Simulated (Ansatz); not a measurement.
K3Sn3I9, relaxed as a singlet with RKS r2SCAN-D4/def2-SVP in Ansatz, starting from the GFN1-xTB geometry. Force threshold 0.03 eV/Å.

In the def2 sets I, Sn take a core potential; there is no spin–orbit coupling. The structure comes from a short search, and lower isomers may exist.

Start:

```xyz
15

K     2.447   -2.124   -0.784
K    -0.840    0.390   -3.196
K     2.088    2.592   -0.106
Sn   -2.029    1.756    0.634
Sn   -1.720   -2.162    0.099
Sn    0.682   -0.310    2.660
I    -2.397   -0.555    2.650
I     3.453   -0.002    1.858
I     0.146    0.031   -0.158
I    -0.549   -3.052   -2.399
I     2.681    0.643   -2.984
I    -1.056    3.470   -1.492
I     0.075    2.651    2.620
I     0.545   -3.208    1.807
I    -3.526   -0.119   -1.210
```

| step | energy (eV) | largest force component (eV/Å) | SCF passes |
| --- | --- | --- | --- |
| 1 | -139423.6481 | 1.415 | 18 |
| 2 | -139424.7686 | 0.702 | 24 |
| 3 | -139424.9611 | 0.248 | 21 |
| 4 | -139425.0261 | 0.124 | 19 |
| 5 | -139425.0326 | 0.035 | 20 |
| 6 | -139425.0333 | 0.006 | 20 |

Force components are those of the run's own axes.

End:

```xyz
15

K     2.675   -2.160   -0.963
K    -0.712    0.430   -3.472
K     2.291    2.724   -0.279
Sn   -2.253    1.931    0.730
Sn   -1.913   -2.378    0.128
Sn    0.734   -0.354    2.944
I    -2.582   -0.603    2.862
I     3.528    0.019    1.846
I    -0.007   -0.002    0.008
I    -0.527   -3.081   -2.467
I     2.701    0.631   -2.994
I    -1.046    3.518   -1.544
I     0.135    2.787    2.693
I     0.618   -3.360    1.834
I    -3.643   -0.101   -1.325
```

By distances, no bond broke or formed. The bond that changes most is K2–I9, from 3.21 to 3.58 Å (atoms count from 1).

No frequencies were taken in this run, so the end may be a saddle point.

Run time 36 s (2 threads of AMD EPYC 7R13 on a shared host and a share (18 GiB) of an NVIDIA H100 80GB HBM3), peak host memory 1.2 GiB.
